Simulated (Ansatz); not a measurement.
`N[CH2][ZnH]` + `C[SiH2]N` → `C[SiH2][NH][ZnH]` + CH₃NH₂ at 500 K and 1 bar (ligand exchange at a Zn–C bond).

Isolated molecules relaxed with PBE0-D4/def2-TZVP in Ansatz; ΔE leaves out vibrations. CCSD(T)/CBS is the MP2 limit (def2-TZVPP, def2-QZVPP) plus CCSD(T) − MP2 in def2-TZVPP, frozen cores. For Zn outer-core shells are correlated without core-valence functions, which leaves a few kJ/mol of doubt a bond. Scalar relativity is left out up to krypton. One conformer a species, not always the lowest.

| species | CCSD(T)/CBS energy (Eh) | H − E (kJ/mol) | S (J/(mol·K)) |
| --- | --- | --- | --- |
| `N[CH2][ZnH]` | -1874.10358 | 190.3 | 341.3 |
| `C[SiH2]N` | -386.08232 | 247.9 | 360.4 |
| `C[SiH2][NH][ZnH]` | -2164.46335 | 247.7 | 425.8 |
| CH₃NH₂ | -95.75281 | 191.8 | 270.3 |

H − E and S are ideal-gas, rigid-rotor, harmonic terms from PBE0-D4/def2-TZVP, for one conformer and one mirror image of each species. 1 Eh = 2625.50 kJ/mol, R = 8.31446 J/(mol·K).

Task: By hand: ΔE, ΔH, ΔS and ΔG.

Result: ΔE = (-2164.46335) + (-95.75281) − (-1874.10358) − (-386.08232) = -0.03026 Eh = -79.4 kJ/mol. Δ(H − E) = 247.7 + 191.8 − 190.3 − 247.9 = 1.3, so ΔH = -78.1 kJ/mol. ΔS = 425.8 + 270.3 − 341.3 − 360.4 = -5.6 J/(mol·K). ΔG = -78.1 − 500 × (-5.6)/1000 = -75.3 kJ/mol.

Task: By hand: the equilibrium constant, and the temperature at which ΔG would vanish if ΔH and ΔS stayed fixed.

Result: log₁₀ K = −ΔG/(RT ln 10) = 7.9. ΔG = 0 at ΔH/ΔS = 13946 K, far beyond where these terms or the molecules hold.

The number of gas molecules stays the same, so ΔS is small and ΔH decides. A doubt of 5 kJ/mol in ΔE shifts log₁₀ K by 0.5 here. Other conformers and mirror images would add mixing entropy, several J/(mol·K) or more a flexible species. Modes under 60 cm⁻¹, often nearly free rotors, make the harmonic entropy too high. These are equilibria of isolated gas molecules and say nothing of rates. Largest T1 diagnostic: 0.014 (customary marks: 0.02 for closed shells, 0.045 for open ones).
